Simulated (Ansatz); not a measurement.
Isolated molecules relaxed with PBE0-D4/def2-TZVP in Ansatz; ΔE leaves out vibrations. CCSD(T)/CBS is the MP2 limit (def2-TZVPP, def2-QZVPP) plus CCSD(T) − MP2 in def2-TZVPP, frozen cores. This one scheme is used for every species. Functionals use def2-TZVPP. For Ga outer-core shells are correlated without core-valence functions, which leaves a few kJ/mol of doubt a bond. Scalar relativity is left out up to krypton. One conformer a species, not always the lowest.

Reaction (redistribution): `CB[BH][GaH2]` + `C[SiH2]O[SiH3]` → `CBBC` + `[SiH3]O[SiH2][GaH2]`

Problem. Is it downhill or uphill in electronic energy at CCSD(T)/CBS, and by how much? (Estimate.)

Solution. Computed: Uphill: ΔE = +10.0 kJ/mol.

Problem. What do these levels give: r2SCAN-D4, BHLYP, CAM-B3LYP, LC-ωPBE, RPA@PBE/def2-TZVPP, HF/def2-SVP? (An estimate is asked.)

Solution. Computed: r2SCAN-D4 10.2, BHLYP 17.1, CAM-B3LYP 15.1, LC-ωPBE 9.0, RPA@PBE/def2-TZVPP 10.5, HF/def2-SVP 23.2 kJ/mol.

Largest T1 diagnostic among the species: 0.014.

Leaving LDA and LC-ωPBE aside and taking each functional with its dispersion term where it has one, the values, not all of them listed here, spread over 11.5 kJ/mol, from PBE-D4 to B2PLYP. LDA lies −9.8 kJ/mol from PBE without D4. In def2-TZVPP, CCSD(T) changes the Hartree–Fock value by −15.6 kJ/mol (the triples alone add −2.4 kJ/mol) and MP2 by −14.2 kJ/mol. At CCSD(T), def2-SVP lies −3.3 kJ/mol from the extrapolated value and def2-TZVPP +0.1 kJ/mol.
